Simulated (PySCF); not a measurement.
**Hf²⁺: ionisation energy**

Hf²⁺ [Xe] 4f14 5d2 (3F) → Hf³⁺ [Xe] 4f14 5d1 (2D), as a difference of total energies. Computed with PySCF 2.14 in x2c-TZVPPall (11s7p7d3f1g, 97 functions), with scalar relativity by spin-free X2C-1e. Correlated levels: valence and next inner shell: [Kr] 4d10 4f14 frozen. The calculations carry no spin-orbit coupling.

```csv
method,ionisation energy (eV),plus first-order spin-orbit estimate,difference from reference of that sum (eV)
UHF,21.454,21.505,-1.045
MP2 (valence and next inner shell),21.823,21.873,-0.677
SCS-MP2 (valence and next inner shell),21.738,21.789,-0.761
CCSD (valence and next inner shell),21.841,21.891,-0.659
CCSD(T) (valence and next inner shell),21.854,21.904,-0.646
```

Reference: 22.55 ± 0.04 eV (theoretical estimate listed by NIST; NIST Atomic Spectra Database, ionization energies).

A first-order spin-orbit estimate (lowest level to lowest level, LS coupling) adds 0.051 eV.

Errors of the correlated levels include the incompleteness of this basis and the frozen core.
